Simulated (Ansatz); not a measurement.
`B[SiH]1CO1` + `C[Se][AsH2]` → `[AsH2][SiH]1CO1` + `B[Se]C`  (redistribution)

Gas-phase electronic energies from Ansatz, PBE0-D4/def2-TZVP geometries. CCSD(T)/CBS adds triple-zeta CCSD(T) − MP2 to the extrapolated MP2 energy (def2 sets, frozen cores). Functionals use def2-TZVPP. B3LYP here is the variant with VWN-RPA as its local correlation; programs differ in this. For As, Se outer-core shells are correlated without core-valence functions, which leaves a few kJ/mol of doubt a bond. Scalar relativity is left out up to krypton.

`B[SiH]1CO1`:

```xyz
9

B    -0.112    1.775   -0.254
Si    0.702   -0.008   -0.018
C    -0.453   -1.426    0.150
O     0.246   -0.943    1.307
H    -1.014    2.107    0.454
H     0.221    2.501   -1.143
H     2.072   -0.304   -0.501
H    -1.531   -1.291    0.190
H    -0.133   -2.412   -0.187
```

`C[Se][AsH2]`:

Cartesian coordinates in Å:
```
C 0.585 1.222 -0.636
Se -0.302 0.554 0.970
As -0.526 -1.689 0.234
H 0.761 2.283 -0.462
H 1.537 0.716 -0.785
H -0.056 1.098 -1.506
H -0.020 -2.332 1.519
H -1.978 -1.852 0.665
```

`[AsH2][SiH]1CO1`:

```xyz
9

As    1.119   -1.211    1.315
Si    0.199    0.378   -0.145
C    -1.433    0.109   -0.879
O    -0.222   -0.187   -1.656
H     1.044   -0.213    2.467
H     2.536   -0.768    0.970
H     0.792    1.737   -0.122
H    -2.013    0.931   -1.295
H    -2.023   -0.777   -0.655
```

`B[Se]C`:

Z-matrix (Å, degrees):
```
C
Se 1 1.951
H 1 1.088 2 108.8
H 1 1.088 2 108.8 3 -119.5
H 1 1.087 2 108.9 3 120.3
B 2 1.884 1 102.6 3 -120.5
H 6 1.192 2 116.3 1 180.0
H 6 1.193 2 120.5 1 0.0
```

| level | ΔE (kcal/mol) | difference from CCSD(T)/CBS |
| --- | --- | --- |
| PBE0-D4 | -26.7 | 1.3 |
| B3LYP-D4 | -25.1 | 2.9 |
| ωB97X-V | -26.5 | 1.5 |
| B2PLYP | -26.8 | 1.2 |
| PBE | -25.9 | 2.1 |
| r2SCAN | -26.9 | 1.1 |
| B3LYP | -25.0 | 3.0 |
| SCS-MP2/def2-TZVPP | -28.0 | 0.0 |
| CCSD/def2-TZVPP | -27.6 | 0.4 |
| CCSD(T)/def2-TZVPP | -28.1 | -0.1 |
| HF/def2-QZVPP | -23.6 | 4.4 |
| MP2/def2-QZVPP | -29.6 | -1.6 |
| SCS-MP2/def2-QZVPP | -27.9 | 0.1 |
| HF/CBS(def2) | -23.5 | 4.5 |
| MP2/CBS(def2) | -29.7 | -1.7 |
| CCSD/CBS(def2) | -27.5 | 0.5 |
| CCSD(T)/CBS | -28.0 | 0 |

Largest T1 diagnostic among the species: 0.018.

From PBE to PBE0 (25 % exact exchange), in def2-TZVPP and without D4, ΔE moves by −0.7 kcal/mol. In def2-TZVPP, CCSD(T) changes the Hartree–Fock value by −4.3 kcal/mol (the triples alone add −0.6 kcal/mol) and MP2 by −5.9 kcal/mol.
